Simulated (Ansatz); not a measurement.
PBE exchange is replaced step by step with exact exchange (0 % is PBE, 25 % PBE0; no dispersion term), basis def2-TZVP, Ansatz. System: Ge(OEt)H3 (C2H8GeO). Total charge 0; singlet. Geometry: r2SCAN-D4/def2-SVP.

Geometry of the singlet:

Cartesian coordinates in Å:
```
Ge 0.4025 2.0660 -0.3807
O -0.5014 0.5516 -0.1005
C 0.2252 -0.6460 0.1059
C -0.7570 -1.7740 0.3390
H 0.8655 -0.8768 -0.7727
H 0.9064 -0.5510 0.9790
H -0.2304 -2.7269 0.5031
H -1.3804 -1.5592 1.2205
H -1.4229 -1.8842 -0.5305
H -0.6786 3.1321 -0.5618
H 1.2748 1.9122 -1.6420
H 1.2964 2.3563 0.8408
```

```tsv
exact exchange (%)	HOMO (eV)	LUMO (eV)	gap (eV)
0	-6.15	-0.53	5.62
5	-6.45	-0.35	6.10
10	-6.76	-0.18	6.58
15	-7.06	0.00	7.06
25	-7.68	0.34	8.03
35	-8.31	0.69	8.99
50	-9.25	1.19	10.44
```
